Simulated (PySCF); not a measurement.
A structure optimised at PBE-D3(BJ)/def2-TZVPD, used in a PySCF frequency run:

```xyz
3

B     -0.2054    -1.2243     0.0000
Cl     0.0191     0.4783     0.0000
H      0.7025    -2.0105     0.0000
```
Charge 0, spin multiplicity 2.

Write its SMILES, formula and point group.

[BH]Cl, BClH, Cs

What are its rotational constants (standard atomic weights)?

592.69, 17.778, 17.260 GHz
